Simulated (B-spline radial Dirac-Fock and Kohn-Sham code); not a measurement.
Method: the Dirac equation of a negative muon with reduced mass in the field of a spherical finite nucleus, with the Uehling potential to all orders; nuclear polarisation, deformation, hyperfine structure, self-energy, higher-order vacuum polarisation, relativistic recoil and electron screening are left out. Computed with an atomic code on a B-spline grid. The nuclear charge is a Fermi distribution (skin thickness 2.3 fm).

Problem. A muonic atom of atomic mass 204.98 u emits these computed lines: 2p3/2 → 1s1/2 6050 keV, 3d5/2 → 2p3/2 2556 keV, 4f7/2 → 3d5/2 961.6 keV, 5g9/2 → 4f7/2 442.1 keV. Which element is it, and what rms charge radius was used?

Solution. Bismuth (Z = 83, nuclide ²⁰⁵Bi); the high transitions hardly feel the nucleus and fix Z. The 2p → 1s line lies 10560 keV below the value for a point nucleus without QED, which for this nuclear model gives a radius near 5.50 fm (5.5008 fm was used).
